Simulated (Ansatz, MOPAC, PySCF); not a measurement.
Molecule: arsenic trifluoride, AsF3 (charge 0, singlet). SMILES: F[As](F)F
Structure (B3LYP-D3(BJ)/def2-TZVP (Ansatz, a program for electronic structure) minimum search):
```xyz
4

F     -0.8444    -1.2126    -0.5085
As     0.0043    -0.0097     0.3990
F      1.4749    -0.1021    -0.5065
F     -0.6462     1.3505    -0.4481
```

Unscaled harmonic wavenumbers (cm⁻¹) in rising order, each level at the stationary point that it reaches from this structure (no distance between atoms moves by over 0.3 Å); the order of modes can differ between levels, and a negative number is imaginary. B3LYP-D3(BJ)/def2-TZVP (PySCF, at the structure above): 253, 253, 326, 681, 681, 721.

PM3 (MOPAC): 245, 245, 290, 741, 741, 764. Zero-point energy 4.3 against 4.2 kcal/mol; where all levels lie over 400 cm⁻¹, the wavenumbers are on average 1.078 times those of B3LYP-D3(BJ)/def2-TZVP.

PM7 (MOPAC): 128, 128, 200, 607, 607, 613. Zero-point energy 3.3 against 4.2 kcal/mol; where all levels lie over 400 cm⁻¹, the wavenumbers are on average 0.877 times those of B3LYP-D3(BJ)/def2-TZVP.

B3LYP/6-31G* with LANL2DZ past Ar (Ansatz): 238, 238, 318, 679, 679, 709. Zero-point energy 4.1 against 4.2 kcal/mol; where all levels lie over 400 cm⁻¹, the wavenumbers are on average 0.992 times those of B3LYP-D3(BJ)/def2-TZVP.
